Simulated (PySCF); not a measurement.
## Exercise with solution: oscillator strength and radiative lifetime

C3H7BFN, SMILES CB(N)/C=C\F.

Geometry: ωB97X-D3(BJ)/def2-SVP. The structure was generated by enumeration; whether it is a known compound was not checked. Other conformers were not sampled.

PySCF 2.14.0 with TDA-CAM-B3LYP/def2-SVPD puts the first singlet state with f over 0.02 at 6.69 eV (vertical), with the transition dipole (0.670, -1.270, 0.000) in atomic units.

**Question.** Find the oscillator strength, the wavelength and the radiative lifetime that this transition would have in vacuum if emission retraced absorption.

**Answer.** 
|μ|² = 2.0618 au, so |μ| = 3.65 D. ΔE = 6.69/27.211 = 0.2459 hartree. f = (2/3) ΔE |μ|² = 0.338 (the program prints 0.338).
λ = 1239.84/6.69 = 185 nm; ν = 53958 cm⁻¹.
Einstein's coefficient A = 0.6670 ν² f s⁻¹ (ν in cm⁻¹) = 6.6e8 s⁻¹, so τ = 1/A = 1.5 ns. This state is S1. The figure is the radiative limit of this one transition; relaxation, internal conversion, crossing to triplets and a medium change what is measured.
